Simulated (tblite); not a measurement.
Species: N-dimethylaminodiborane, C2H11B2N.
Structure used (GFN2-xTB), in Å, numbered top down from 1:
```
atom  x, y, z in Å
C1    -0.933   -0.768    0.933
N2    -0.116    0.018    0.020
C3    -0.943    1.042   -0.602
B4     1.287    0.454    0.526
H5     1.972   -0.289   -0.348
B6     0.856   -0.764   -0.907
H7    -1.358   -0.131    1.713
H8    -0.325   -1.535    1.405
H9    -1.751   -1.254    0.393
H10   -0.342    1.636   -1.285
H11   -1.761    0.584   -1.164
H12   -1.367    1.705    0.157
H13    1.546    0.049    1.603
H14    1.541    1.582    0.296
H15    0.846   -1.929   -0.725
H16    0.842   -0.391   -2.025
```

Level: GFN2-xTB in tblite, geometry and Hessian alike; calculated harmonic values, unscaled, isolated species. This tight-binding method is rough: wavenumbers can miss measured ones by several per cent, in bad cases by 10 to 20. Modes of hydrogen on boron can be 10 to 20 % off. One conformer, not necessarily the lowest.

Harmonic wavenumbers (cm⁻¹): 216.6, 245.2, 264.3, 311.3, 402.4, 402.9, 426.1, 540.0, 627.9, 747.5, 815.1, 899.0, 901.0, 912.1, 997.7, 1043.4, 1046.5, 1100.4, 1178.3, 1182.5, 1208.8, 1210.1, 1240.3, 1264.0, 1412.7, 1429.1, 1480.3, 1483.1, 1484.2, 1492.0, 1499.1, 1643.7, 2557.0, 2558.5, 2567.5, 2577.6, 2958.9, 2959.3, 2969.3, 2974.3, 3055.8, 3056.2.

A = 5878, B = 4894, C = 4137 MHz; mass 71.108 u (most abundant isotopes); point group C2v, symmetry number 2.

Zero-point energy?

½Σν̃ = 29671 cm⁻¹ = 354.95 kJ/mol.

Entropy at 350 K, 1 bar (ideal gas, RRHO, classical rotation)?

Translation 165.37, rotation 102.53, vibration 64.69: S = 332.6 J/(mol K).

And Cp and H(350 K) − H(0)?

Cp = 132.95 J/(mol K), of which vibrations give 99.69 (their classical limit is 42 R = 349.2); H(350 K) − H(0) = 26.13 kJ/mol without the zero-point energy, 14.49 from vibrations.

What must be added to the electronic energy to get the Gibbs energy at 350 K and 1 bar?

ZPE + [H(350 K) − H(0)] − T·S = 354.95 + 26.13 − 116.41 = 264.67 kJ/mol.

Which modes carry the vibrational entropy at 350 K?

216.6 cm⁻¹: 9.55; 245.2 cm⁻¹: 8.59; 264.3 cm⁻¹: 8.02; 311.3 cm⁻¹: 6.81; 402.4 cm⁻¹: 5.02; 402.9 cm⁻¹: 5.01 J/(mol K); the other 36 give 21.69 together.

Hindered rotation and anharmonicity are outside this model. Other conformers, if any are populated, would add a mixing term that is left out.
